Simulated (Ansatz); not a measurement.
Zr2Cl8⁻, that is Zr2(Cl)8 with one electron more, relaxed as a doublet with UKS r2SCAN-D4/def2-SVP in Ansatz, starting from the r2SCAN-D4/def2-SVP geometry of the neutral singlet. Force threshold 0.03 eV/Å.

In the def2 sets Zr takes a core potential; there is no spin–orbit coupling.

Start:

Cartesian coordinates in Å:
```
Zr 0.321 -1.686 -0.195
Cl 0.163 -2.973 -2.116
Cl 2.599 -1.718 0.333
Cl -0.552 -3.066 1.463
Cl -1.858 -0.330 -0.375
Zr -0.434 1.850 0.125
Cl 0.325 0.595 1.991
Cl -2.484 2.973 0.202
Cl 0.990 3.696 0.134
Cl 0.930 0.659 -1.563
```

```json
{"step": "1", "energy (eV)": "-102727.0813", "largest force component (eV/Å)": "1.643", "SCF passes": "26"}
{"step": "2", "energy (eV)": "-102727.5653", "largest force component (eV/Å)": "0.394", "SCF passes": "34"}
{"step": "3 (rejected)", "energy (eV)": "-102727.5611", "largest force component (eV/Å)": "0.951", "SCF passes": "29"}
{"step": "4", "energy (eV)": "-102727.6616", "largest force component (eV/Å)": "0.275", "SCF passes": "22"}
{"step": "5", "energy (eV)": "-102727.6891", "largest force component (eV/Å)": "0.060", "SCF passes": "22"}
{"step": "6", "energy (eV)": "-102727.7031", "largest force component (eV/Å)": "0.054", "SCF passes": "26"}
{"step": "7", "energy (eV)": "-102727.7111", "largest force component (eV/Å)": "0.128", "SCF passes": "29"}
{"step": "8 (rejected)", "energy (eV)": "-102727.7078", "largest force component (eV/Å)": "0.225", "SCF passes": "29"}
{"step": "9", "energy (eV)": "-102727.7190", "largest force component (eV/Å)": "0.016", "SCF passes": "21"}
{"step": "10", "energy (eV)": "-102727.7193", "largest force component (eV/Å)": "0.045", "SCF passes": "22"}
{"step": "11 (rejected)", "energy (eV)": "-102727.7192", "largest force component (eV/Å)": "0.036", "SCF passes": "25"}
{"step": "12", "energy (eV)": "-102727.7195", "largest force component (eV/Å)": "0.007", "SCF passes": "17"}
```

Force components are those of the run's own axes.

End:

```xyz
10

Zr    0.261   -1.463   -0.072
Cl    0.142   -2.840   -2.020
Cl    2.614   -1.243    0.277
Cl   -0.362   -3.109    1.542
Cl   -2.052   -0.406   -0.318
Zr   -0.340    1.627    0.074
Cl    0.079    0.407    2.152
Cl   -2.304    2.992   -0.111
Cl    1.304    3.320    0.438
Cl    0.660    0.715   -1.962
```

By distances, no bond broke or formed. The bond that changes most is Zr1–Cl7, from 3.16 to 2.91 Å (atoms count from 1).

The force fell under the threshold at step 9, but the optimiser went on. No frequencies were taken in this run, so the end may be a saddle point.

It took 60 s on 2 threads of AMD EPYC 7R13 on a shared host and a share (18 GiB) of an NVIDIA H100 80GB HBM3, peak host memory 0.94 GiB.
